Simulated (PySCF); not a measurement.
# Interval between two levels of Sb by level of theory

Sb [Kr] 4d10 5s2 5p3 [4S3/2, M_J = 3/2] → Sb [Kr] 4d10 5s1 5p3 5d1 [6D9/2, M_J = 9/2], as a difference of total energies. Calculation: PySCF 2.14, in x2c-TZVPall-2c with one added diffuse shell each of s, p, d, f type (9s10p6d3f, 90 functions); the two-component X2C-1e Hamiltonian. Correlated levels: [Ar] 3d10 frozen; the 6 highest virtual spinors dropped. "Screened" scales the spin-orbit matrix elements by Boettger's factors to mimic the two-electron term; Breit and QED terms are absent.

```tsv
method	interval between two levels (cm⁻¹)
GHF (spin-free)	88532
GMP2 (spin-free)	104370
GHF (screened spin-orbit)	88620
GMP2 (screened spin-orbit)	104450
```

The labels give the starting determinants; with spin-orbit coupling the two ends relaxed to ⟨J²⟩ = 3.75, ⟨L²⟩ = 0.07, ⟨S²⟩ = 3.71 and ⟨J²⟩ = 24.76, ⟨L²⟩ = 6.08, ⟨S²⟩ = 8.73.

The promoted electron is Rydberg-like, and one or two diffuse shells describe it only roughly, which tends to raise the upper state.
